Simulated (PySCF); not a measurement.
# Working out the ionisation energy of Zr

Zr [Kr] 4d2 5s2 (3F) → Zr+ [Kr] 4d2 5s1 (4F). All numbers are calculated (PySCF 2.14, a scalar-relativistic core potential, in cc-pVTZ-PP with ECP28MDF). Frozen: 4s2 4p6. Energies in hartree (1 hartree = 27.21139 eV):

```tsv
part	Zr (lower)	Zr+ (upper)
UHF	-46.305485	-46.114983
MP2 opposite-spin	-0.033630	0.000000
MP2 same-spin	-0.011596	-0.011987
```

Q: What does Hartree-Fock give?

A: (-46.114983) − (-46.305485) = 0.190502 hartree = 5.184 eV.

Q: What do MP2 and SCS-MP2 (6/5 opposite-spin, 1/3 same-spin) give?

A: The opposite-spin parts differ by 0.915 eV and the same-spin parts by -0.011 eV. MP2: 5.184 + (0.915) + (-0.011) = 6.088 eV. SCS-MP2: 5.184 + 1.2 × (0.915) + (-0.011)/3 = 6.278 eV.

Measured between the centres of the two terms (NIST): 6.639 eV, so MP2 (valence) is off by -0.551 eV.

What remains against the reference includes basis incompleteness, the frozen core and correlation beyond second order.
